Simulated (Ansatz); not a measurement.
```xyz
9

O    -1.422   -1.768   -0.306
C    -0.414   -0.936   -0.014
Cl    0.935   -1.756    0.720
C    -0.441    0.374   -0.258
Ga    0.946    1.664    0.117
H    -1.192   -2.666   -0.046
H    -1.369    0.699   -0.721
H     0.662    3.157   -0.273
H     2.294    1.233    0.783
```

Charge 0, multiplicity 1.

Task: List the ωB97M-V/def2-TZVPP orbital energies in eV (the Gaussian-basis code of Ansatz). (Estimate.)

Result: The calculation gave: Occupied: -10153.27, -2772.67, -1256.80, -1110.99, -1110.87, -1110.87, -527.66, -285.14, -281.09, -263.05, -200.58, -200.37, -200.36, -154.12, -106.66, -106.34, -106.33, -33.52, -27.22, -25.75, -25.59, -25.58, -25.51, -25.45, -23.78, -19.47, -17.70, -15.79, -15.16, -14.95, -13.33, -12.18, -11.92, -10.86, -10.54, -9.34. Lowest empty: 0.09, 2.16, 2.86, 2.93, 3.13, 3.54, 4.24, 4.69.
